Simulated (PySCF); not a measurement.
Work out the structure from these simulated measurements.

Formula: C6H9NO.

* Polarisability: 73.7 au [PBE0/def2-SVPD]
* UV, first state: lowest singlet excitation: 6.87 eV (180 nm, f = 0.002) [TDDFT PBE0/def2-SVPD]
* Triplet: lowest triplet excitation (Tamm–Dancoff): 6.40 eV [TDA PBE0/def2-SVPD]
* 13C NMR: chemical shifts (computed TMS as zero) by class: 126.1 (1 C), 67.6 (2 C), 32.6 (2 C), 24.9 (1 C) ppm [GIAO PBE0/pcSseg-1]
* NMR, other nuclei: isotropic shieldings of nuclei other than C and H, by class: -36 (1 N), 287 (1 O) ppm [GIAO PBE0/pcSseg-1]
* UV, strongest line: among the 6 lowest singlet transitions: S6 at 8.01 eV (155 nm, f = 0.032) [TDDFT PBE0/def2-SVPD]
* Rotational structure: rotational constants A, B, C: 3.241, 1.810, 1.624 GHz [GFN2-xTB]
* Dipole: 3.27 D [PBE0/def2-SVPD]

Electronic properties: PySCF, gas phase, density fitting. Levels stand in brackets. One conformer (not necessarily the lowest) at the GFN2-xTB geometry, without solvent, vibrations or thermal averaging. NMR classes are plain means over equivalent atoms (diastereotopic ones count apart unless rotation or inversion swaps them), as if these changed places fast.

Question: Give a SMILES that accounts for the data.

Answer: Numbering: `[N:1]#[C:2][CH:3]1[CH2:4][CH2:5][O:6][CH2:7][CH2:8]1`. Its formula, C6H9NO, gives 3 degrees of unsaturation: 1 ring and 2 π bonds in the structure found. 6 carbons fall into 4 classes; from least to most shielded: nitrile carbon [C2] (126.1 ppm), ring sp3 carbon bound to oxygen [C5/C7] (67.6 ppm, 2 C), ring CH2 carbon [C4/C8] (32.6 ppm, 2 C), sp3 carbon next to a nitrile [C3] (24.9 ppm). The other shieldings belong to: -36 ppm, nitrile nitrogen [N1]; 287 ppm, cyclic ether oxygen [O6]. The optimised geometry has point group Cs and is an asymmetric top. Structure: `N#CC1CCOCC1`. Computed isomers that give other values at the same levels: `C=CC(C=C)C(N)=O` (13C chemical shifts (computed TMS as zero) by class: 172.9 (1 C), 147.9 (2 C), 119.9 (2 C), 66.6 (1 C) ppm); `C=CC(=O)N(C)C=C` (lowest singlet excitation: 4.61 eV (269 nm, f = 0.069)); `C=C(C)[C@@H](C#N)OC` (13C chemical shifts (computed TMS as zero) by class: 150.3 (1 C), 124.7 (1 C), 121.7 (1 C), 75.9 (1 C), 57.2 (1 C), 18.9 (1 C) ppm). The assignments are read from this structure; whether some other isomer fits the data as well wasn't checked.
